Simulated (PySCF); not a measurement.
## Simulated absorption spectrum

Compound: SnCl(SiH3)3.
SMILES: `[SiH3][Sn]([SiH3])([SiH3])[Cl]`

Method used: PySCF 2.14.0, density-fitted response routines, TDDFT PBE0/def2-SVPD, vertical, gas phase, core orbitals frozen in the response, def2 core potentials past Kr. Isolated species at its PBE0-D3(BJ)/def2-SVP geometry, gas phase. Spin–orbit coupling is left out.

Each state is given a Gaussian of 0.4 eV full width at half maximum, with ε(max) = 2.175×10⁸ f / Δν̃ (Δν̃ the width in cm⁻¹). The width is an assumption, not a result. The curve ends short of the highest state used, and states not computed would add to its high-energy end.

E (eV), ε (L mol⁻¹ cm⁻¹) and a bar:
```
     4.35          1 
     4.38          1 
     4.41          2 
     4.43          3 
     4.46          6 
     4.48          8 
     4.51         13 
     4.54         21 
     4.56         28 
     4.59         42 
     4.62         60 
     4.64         76 
     4.67        104 
     4.70        138 
     4.72        163 
     4.75        206 
     4.77        237 
     4.80        283 #
     4.83        329 #
     4.85        357 #
     4.88        393 #
     4.91        420 #
     4.93        431 #
     4.96        437 #
     4.99        430 #
     5.01        418 #
     5.04        390 #
     5.06        366 #
     5.09        324 #
     5.12        279 #
     5.14        248 
     5.17        204 
     5.20        164 
     5.22        141 
     5.25        115 
     5.28        101 
     5.30        101 
     5.33        117 
     5.35        144 
     5.38        214 
     5.41        336 #
     5.43        456 #
     5.46        714 #
     5.49       1090 ##
     5.51       1424 ###
     5.54       2073 ####
     5.57       2928 ######
     5.59       3625 #######
     5.62       4865 ##########
     5.64       5819 ############
     5.67       7421 ###############
     5.70       9179 ##################
     5.72      10401 #####################
     5.75      12238 ########################
     5.78      13982 ############################
     5.80      15041 ##############################
```

(1) Where are the band maxima, and which computed states make them?

(2) On this curve, what absorbance would a 10⁻³ mol/L sample give at 248 nm over a 1 cm path?

(3) Coming from long wavelengths, where does ε first pass 100 L mol⁻¹ cm⁻¹?

## Answers

(1) 250 nm (4.96 eV), ε about 440, made up of S1 (51%) and S2 (49%) (ε in L mol⁻¹ cm⁻¹; maxima over ε = 5, shares over 10%). At its high-energy end, 5.80 eV, the curve is still rising (ε about 15000, from S3 and S4). The states used: S1 4.95 eV (f 0.0033); S2 4.96 eV (f 0.0032); S3 5.88 eV (f 0.124); S4 5.90 eV (f 0.124); S5 5.97 eV (f 0.0013); S6 6.09 eV (f 0.0083); S7 6.25 eV (f 0.035); S8 6.25 eV (f 0.038); S9 6.40 eV (f 0.373); S10 6.40 eV (f 0.375).

(2) 248 nm is 4.999 eV, where ε is about 420 L mol⁻¹ cm⁻¹, so A = ε c l ≈ 0.42 (Beer–Lambert, with the gas-phase spectrum and the assumed width).

(3) At about 266 nm (4.67 eV), 0.29 eV below S1.

All these states lie below the vertical ionisation energy of 9.22 eV (ΔSCF).

The run took 5.2 min wall (grids of density and orbitals included) on one thread, Arm Neoverse N1 (aarch64) (shared host), and the process peaked at 1.0 GiB of memory.
